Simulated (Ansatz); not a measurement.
CH$_{4}$Ga, SMILES `[CH3][GaH]` radical. Total charge 0; spin multiplicity 2.

Cartesian coordinates in Å:
```
C -0.180 -0.432 -0.457
Ga 1.038 0.553 0.770
H 0.338 -1.154 -1.085
H -0.932 -0.953 0.144
H -0.702 0.291 -1.092
H 0.437 1.695 1.720
```

(1) List the harmonic frequencies (cm⁻¹, unscaled) at PBE0-D4/def2-TZVP in Ansatz. (Best estimate.)

(2) Is this a minimum?

(3) Give the ideal-gas thermochemistry at 298.15 K and 1 bar (rigid rotor, harmonic oscillator; point group Cs, symmetry number 1).

(4) And at 400, 500, 600, 800 and 1000 K?

Answers

(1) Computed: 99, 465, 535, 580, 770, 1185, 1429, 1443, 1802, 3039, 3120, 3163.

(2) Yes, all 12 modes are real.

(3) Zero-point energy 105.5 kJ/mol; H(298) − E = 119.3 kJ/mol; entropy 282.5 J/(mol·K), of which translation 164.4, rotation 88.9, vibration 23.4, electronic 5.8; G(298) − E = 35.0 kJ/mol. Modes under 100 cm⁻¹ are hindered rotations or soft bends, so the harmonic entropy is rough.

(4) 
```json
{"T (K)": "400", "H − E (kJ/mol)": "125.9", "S (J/mol/K)": "301.7", "G − E (kJ/mol)": "5.3"}
{"T (K)": "500", "H − E (kJ/mol)": "133.3", "S (J/mol/K)": "318.1", "G − E (kJ/mol)": "-25.7"}
{"T (K)": "600", "H − E (kJ/mol)": "141.4", "S (J/mol/K)": "332.8", "G − E (kJ/mol)": "-58.3"}
{"T (K)": "800", "H − E (kJ/mol)": "159.2", "S (J/mol/K)": "358.4", "G − E (kJ/mol)": "-127.5"}
{"T (K)": "1000", "H − E (kJ/mol)": "178.8", "S (J/mol/K)": "380.3", "G − E (kJ/mol)": "-201.4"}
```
